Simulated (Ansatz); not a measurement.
Reaction (homolysis of the C–Ge bond): `[CH3][GeH3]` → `[CH3]`• + `[GeH3]`•

Program: Ansatz. Geometries: PBE0-D4/def2-TZVP. ΔE: electronic, gas phase. CBS: MP2 limit from def2 TZ/QZ plus the TZ coupled-cluster correction, frozen cores. This one scheme is used for every species. Functionals use def2-TZVPP. B3LYP here is the variant with VWN-RPA as its local correlation; programs differ in this. HSE06 is defined as in plane-wave codes. No spin–orbit coupling; open shells (•) take unrestricted orbitals. For Ge outer-core shells are correlated without core-valence functions, which leaves a few kJ/mol of doubt a bond. Scalar relativity is left out up to krypton.

`[CH3][GeH3]`:

Cartesian coordinates in Å:
```
C 0.608 0.468 0.696
Ge -0.538 -0.414 -0.616
H 1.267 1.183 0.204
H 0.002 1.001 1.430
H 1.220 -0.268 1.219
H -1.400 0.622 -1.359
H -1.473 -1.421 0.077
H 0.315 -1.171 -1.651
```

`[CH3]`•:

Z-matrix (Å, degrees):
```
C
H 1 1.080
H 1 1.080 2 120.0
H 1 1.080 2 120.0 3 180.0
```

`[GeH3]`•:

Z-matrix (Å, degrees):
```
Ge
H 1 1.539
H 1 1.539 2 111.1
H 1 1.539 2 111.1 3 124.3
```

| level | ΔE (kJ/mol) | difference from CCSD(T)/CBS |
| --- | --- | --- |
| LDA (SPW92) | 403.4 | 46.3 |
| PBE-D4 | 345.0 | -12.1 |
| revPBE-D4 | 332.6 | -24.5 |
| BLYP-D4 | 329.0 | -28.1 |
| r2SCAN-D4 | 324.7 | -32.4 |
| B97M-V | 349.2 | -7.9 |
| PBE0-D4 | 342.0 | -15.1 |
| B3LYP-D4 | 333.2 | -23.9 |
| r2SCANh-D4 | 323.9 | -33.2 |
| r2SCAN0-D4 | 323.0 | -34.1 |
| HSE06-D4 | 341.8 | -15.3 |
| BHLYP-D4 | 328.0 | -29.1 |
| CAM-B3LYP-D4 | 339.0 | -18.1 |
| ωB97X-V | 357.2 | 0.1 |
| ωB97M-V | 349.2 | -7.9 |
| B2PLYP | 337.7 | -19.4 |
| PBE-QIDH | 349.2 | -7.9 |
| PBE | 339.9 | -17.2 |
| revPBE | 318.5 | -38.6 |
| r2SCAN | 323.5 | -33.6 |
| PBE0 | 337.7 | -19.4 |
| B3LYP | 324.9 | -32.2 |
| r2SCANh | 322.6 | -34.5 |
| r2SCAN0 | 321.5 | -35.6 |
| HSE06 | 337.7 | -19.4 |
| BHLYP | 321.5 | -35.6 |
| CAM-B3LYP | 334.6 | -22.5 |
| RPA@PBE/def2-TZVPP | 339.7 | -17.4 |
| HF/def2-SVP | 241.0 | -116.1 |
| MP2/def2-SVP | 343.3 | -13.8 |
| CCSD/def2-SVP | 325.8 | -31.3 |
| CCSD(T)/def2-SVP | 332.2 | -24.9 |
| HF/def2-TZVPP | 236.9 | -120.2 |
| MP2/def2-TZVPP | 360.3 | 3.2 |
| SCS-MP2/def2-TZVPP | 355.9 | -1.2 |
| CCSD/def2-TZVPP | 338.6 | -18.5 |
| CCSD(T)/def2-TZVPP | 347.6 | -9.5 |
| HF/def2-QZVPP | 235.6 | -121.5 |
| MP2/def2-QZVPP | 365.3 | 8.2 |
| SCS-MP2/def2-QZVPP | 361.5 | 4.4 |
| CCSD(T)/CBS | 357.1 | 0 |

Largest T1 diagnostic among the species: 0.012.

In def2-TZVPP, CCSD(T) changes the Hartree–Fock value by +110.7 kJ/mol (the triples alone add +9.0 kJ/mol) and MP2 by +123.4 kJ/mol; breaking electron pairs costs correlation energy, which Hartree–Fock lacks. The D4 term adds +8.2 kJ/mol with B3LYP and +4.3 kJ/mol with PBE0; it sums over pairs of atoms, weighted by their polarisabilities, and B3LYP, whose exchange is more repulsive, gets the larger term. From BLYP to BHLYP (50 % exact exchange), in def2-TZVPP and without D4, ΔE moves by +3.5 kJ/mol.
